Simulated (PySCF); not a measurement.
## Polarisability and C₆ of Bi⁺ (bismuth, charge +1)

[Xe] 4f14 5d10 6s2 6p2, high-spin 3P determinant. Computed with PySCF 2.14 in aug-cc-pV5Z-PP with ECP60MDF (8s8p6d4f3g2h, 139 functions), with scalar relativity through the core potential. Coupled (time-dependent) response in atomic units; α is the mean over directions.

```csv
method,mean α (bohr³),"α xx, yy, zz",C₆ (like pair),S(−4)
PBE0,27.46,"23.51, 29.43, 29.43",253.8,196.6
```

S(−4) is the Cauchy moment in α(ω) = α(0) + S(−4) ω² + …

Spin-orbit coupling is absent.

α(iu) at PBE0:

```tsv
u (hartree)	α(iu) (bohr³)
0	27.46
0.0500	26.98
0.100	25.66
0.200	21.72
0.300	17.68
0.500	11.81
0.750	7.825
1.00	5.688
1.50	3.551
2.00	2.494
3.00	1.448
5.00	0.6598
```

For an ion, C₆ is the dispersion term alone; charge-induced terms of lower order in 1/R come first.

The components differ because the open shell of this determinant is not spherical; for a pure term their mean is the scalar polarisability.

Energies and moments cover only the electrons outside the core potential. Spin-orbit coupling is strong in this species (close to jj coupling), so the high-spin LS determinant is a model state, not a physical level.
